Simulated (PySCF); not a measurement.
Isomers of C3H13PSi3, from PBE0-D3(BJ)/def2-SVP geometry optimisation, gas phase in PySCF 2.14.0. One conformer each, no zero-point energy, no frequencies.

Question: Which is lowest in electronic energy at this level?
A. `[PH2:1][SiH:2]1[CH2:3][SiH2:4][CH2:5][SiH2:6][CH2:7]1` with H–P1–Si2–C3 76° and 170°, P1–Si2–C3–Si4 62°, Si2–C3–Si4–C5 54°, C3–Si4–C5–Si6 -53°, Si4–C5–Si6–C7 54°: A = 1442, B = 988.7, C = 793.8 MHz, dipole 1.78 D
B. `[CH2:1]=[C:2]([CH3:3])[SiH2:4][P:5]([SiH3:6])[SiH3:7]` with C1–C2–Si4–P5 -8°, C2–Si4–P5–Si6 -178°: A = 1819, B = 688.0, C = 578.8 MHz, dipole 1.20 D
C. `[CH2:1]=[CH:2][CH2:3][SiH2:4][P:5]([SiH3:6])[SiH3:7]` with C1–C2–C3–Si4 -105°, C2–C3–Si4–P5 -174°, C3–Si4–P5–Si6 -74°: A = 1966, B = 571.3, C = 493.3 MHz, dipole 0.66 D

Answer: A. That is `[SiH]1(C[SiH2]C[SiH2]C1)P`, 38.6 kcal/mol below the next.

```
                     SMILES                                          mapped SMILES       E (Eh)  relative (kcal/mol)  relative (kJ/mol)  dipole (D)
    P[SiH]1C[SiH2]C[SiH2]C1  [PH2:1][SiH:2]1[CH2:3][SiH2:4][CH2:5][SiH2:6][CH2:7]1  -1330.93913                  0.0                0.0        1.78
C=C(C)[SiH2]P([SiH3])[SiH3]  [CH2:1]=[C:2]([CH3:3])[SiH2:4][P:5]([SiH3:6])[SiH3:7]  -1330.87764                 38.6              161.4        1.20
  C=CC[SiH2]P([SiH3])[SiH3]   [CH2:1]=[CH:2][CH2:3][SiH2:4][P:5]([SiH3:6])[SiH3:7]  -1330.87633                 39.4              164.9        0.66
```

As drawn, the highest has a C=C bond outside aromatic rings, which the lowest lacks.
